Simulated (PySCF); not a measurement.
CH2I, SMILES [CH2]I, multiplicity 2. The structure is a stationary point at PBE-D3(BJ)/def2-TZVP. The isomer is the one that the SMILES or the coordinates give; other isomers of the formula were not compared. The def2 effective core potentials stand for the cores of I; spin–orbit coupling is left out.

Computed equilibrium geometry at PBE-D3(BJ)/def2-TZVP (PySCF confirms it by a frequency run) as Cartesian coordinates in Å, and its point group:
point group C2v.
```xyz
4

C      0.0000     0.0000    -1.7566
I      0.0000     0.0000     0.2845
H      0.0000    -0.9567    -2.2694
H      0.0000     0.9567    -2.2694
```
Charge 0, spin multiplicity 2.
